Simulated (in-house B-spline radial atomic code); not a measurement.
Values are calculated unless marked as measured or tabulated.
## Building a PAW s channel for Se, r_c = 1.6 bohr

Se, [Ar] 3d10 4s2 4p4, non-relativistic LDA (VWN5), spherical and spin-unpolarised, from an all-electron radial atomic-structure program (B-spline basis) (atomic units; all potentials screened as in the neutral atom).

Two all-electron partial waves φ1, φ2 are integrated outwards at E1 = ε(4s) = -0.621247 and E2 = E1 + 0.5 hartree; φ1 is the bound orbital and φ2 has unit norm inside r_c = 1.5953 bohr. Smooth partners are polynomials, r^1(a0 + a1 r² + a2 r⁴ + a3 r⁶), matched to φ and three derivatives at r_c, with no condition on the norm. The local potential is -9.88251 + (9.14054) r² + (-3.63384) r⁴ + (0.538014) r⁶ inside 1.3061 bohr and the all-electron one outside.

```json
{"wave": "1", "φ(r_c)": "0.8279954", "φ'(r_c)": "-0.0927542", "a0": "0.550609", "a1": "0.1928673", "a2": "-0.1189723", "a3": "0.01505405"}
{"wave": "2", "φ(r_c)": "1.117847", "φ'(r_c)": "-0.8953388", "a0": "1.10137", "a1": "0.1668511", "a2": "-0.1934859", "a3": "0.02596039"}
```

Inside r_c the overlaps are <φi φj> = [[0.40867, 0.63765], [0.63765, 1.00000]] and, for the smooth waves, [[0.48511, 0.78394], [0.78394, 1.27818]]. With χj = (Ej − T − V_local) applied to smooth wave j, the program's quadrature gives the matrix B_ij = <smooth i, χj> as [[0.94384, 1.74873], [1.67558, 3.10997]].

Check the match of the first wave, and find the augmentation charges q_ij.

At r_c the four terms are 0.87839, 0.78304, -1.22930, 0.39587, which sum to 0.8280, φ1(r_c) to rounding. q_ij is the all-electron overlap less the smooth one: [[-0.07645, -0.14629], [-0.14629, -0.27818]]. The smooth first wave has a norm of 0.4851 inside r_c against 0.4087, so q11 is negative and must stay small enough for the overlap operator to be positive.

B isn't symmetric. Show that D_ij = B_ij + Ej q_ij is.

Integrating by parts gives B12 − B21 = (E1 − E2) q12: 1.74873 − (1.67558) = 0.07315, and −0.5 × (-0.14629) = 0.07315. So D12 = 1.74873 + (-0.121247)(-0.14629) = 1.76647 and D21 = 1.67558 + (-0.621247)(-0.14629) = 1.76646; D11 = 0.99133, D22 = 3.14370. The projectors, p = (B⁻¹)ᵀ χ, are dual to the smooth waves; det B = 0.0052, small beside B11 B22, as the two smooth waves look alike inside r_c.

Solving (T + V_local + Σ p D p) ψ = E (1 + Σ p q p) ψ in a sphere of 9 bohr gives these levels:

```csv
all-electron,one projector,two projectors
-0.621247,-0.621246,-9.260040
0.014610,0.007000,-0.621246
0.297720,0.182426,0.014610
0.746806,0.338021,0.297719
1.348340,0.775021,0.746797
```

What does the second projector gain?

With one projector the errors are 0.00, -7.61 millihartree, and the level at 0.1824 is out of step with the all-electron series: an extra state, or one far too low, so the pairing ends there; skipping it, the next levels are off by +40.3, +28.2 millihartree. With two a ghost lies below the reference level, so the set fails. The lowest eigenvalue of the overlap operator is 0.644 with one and 0.0582 with two projectors. The smooth orbital alone needs a cutoff of 8.16 hartree for 1 millihartree of kinetic energy, against 20.7 for a norm-conserving Troullier-Martins orbital of the same radius, which is no gain while the set fails.
